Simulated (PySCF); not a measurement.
Be(F)(Me) (CH3BeF), SMILES [CH3][Be][F]. Heavy atoms are numbered as in [Be:1]([F:2])[CH3:3]. Hydrogens are named by the atom that carries them.

Geometry optimised at r2SCAN-D4/def2-TZVP.

These are ωB97X/def2-TZVPD (PySCF) values and carry that method's errors.

ESP charges are fitted to the potential on shells at 1.4 to 2.0 van der Waals radii. Atomic charges (e), one atom of each kind:

```tsv
atom	ESP fit	meta-Löwdin
Be1	0.82	1.39
F2	-0.47	-0.81
C3 (CH3)	-0.92	-0.94
H on C3	0.19	0.12
```
